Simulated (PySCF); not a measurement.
C₆H₈GeO, SMILES Oc1cccc[c]1[GeH3] at its GFN2-xTB optimised geometry (Å):

```
16

O     -1.5153    -1.6377    -0.0006
C     -0.9425    -0.4010     0.0000
C     -1.6622     0.7808     0.0006
C     -0.9767     1.9855     0.0006
C      0.4065     2.0038     0.0001
C      1.1141     0.8118     0.0000
C      0.4500    -0.4010     0.0000
Ge     1.2525    -2.1713     0.0005
H     -2.4769    -1.5713    -0.0002
H     -2.7447     0.7637     0.0006
H     -1.5307     2.9126     0.0009
H      0.9334     2.9463    -0.0001
H      2.1957     0.8196    -0.0004
H      0.8410    -2.9463     1.2058
H      2.7447    -2.0461     0.0066
H      0.8503    -2.9431    -1.2101
```

Computed with PBE/def2-TZVP (PySCF). Cells within 0.4 Å of a nucleus heavier than hydrogen are left out (blank, or x).

Map of the electron localisation function on the plane z = 0.0 Å:

```
|0000000000000000000000000|
|0000000000000000000000000|
|0000001686000388500000000|
|0000008999300899950000000|
|0000029999601999970000000|
|0000018999723999940000000|
|0000002899566699500000000|
|000000026xx84x34100000000|
|0004652374x86x86347840000|
|0029999659633884799981000|
|00499994x23015xx999991000|
|00399996x8622772899950000|
|0005785488276287345200000|
|000000014xx86xx5100000000|
|0000012267276387301332000|
|0000589867514873349999400|
|00027999xx701314259999800|
|000157877980116x639999800|
|000011237850114x439999700|
|0000000134101311148999300|
|0000000000001233223563000|
|0000000000000111100000000|
|0000000000000000000000000|
|0000000000000000000000000|
|0000000000000000000000000|
```
Scale: ten equal steps from 0.000 (start of '0') to 1.000 (end of '9'), in the order '0123456789'; x runs from -5.00 to 5.00, y from -5.00 (bottom) to 5.00 (top).
